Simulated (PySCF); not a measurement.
Ligand exchange on a metal centre used in film growth or etching (Nb F-NH2). Gas-phase values, no solvent. One relaxed conformer stands for each flexible species; it need not be the lowest.

The HOMO–LUMO gap from two functionals at the same geometries (r2SCAN-D4/def2-SVP), both in PySCF: PBE-D3(BJ)/def2-TZVP and B3LYP-D3(BJ)/def2-TZVP. B3LYP has the VWN-RPA correlation part, as in Gaussian. 

```
species                                   B3LYP-D3(BJ)/def2-TZVP (eV)
----------------------------------------  ---------------------------
0 of 5 F replaced by NH2 ([Nb(F)5])                              8.20
1 of 5 F replaced by NH2 ([Nb(F)4(NH2)])                         5.35
2 of 5 F replaced by NH2                                         4.79
3 of 5 F replaced by NH2                                         4.40
4 of 5 F replaced by NH2                                         5.47
5 of 5 F replaced by NH2 ([Nb(NH2)5])                            5.04
```

Problem. What does PBE-D3(BJ)/def2-TZVP give for each?

Solution. 
- 0 of 5 F replaced by NH2 ([Nb(F)5]): 6.01
- 1 of 5 F replaced by NH2 ([Nb(F)4(NH2)]): 3.56
- 2 of 5 F replaced by NH2: 2.99
- 3 of 5 F replaced by NH2: 2.60
- 4 of 5 F replaced by NH2: 3.74
- 5 of 5 F replaced by NH2 ([Nb(NH2)5]): 3.41
Over these rows, drawn at random from the members with no instability flagged (it was tested for open shells, ions and some series alone), PBE minus B3LYP-D3(BJ): mean -1.82 eV, from -2.19 eV to -1.63 eV.
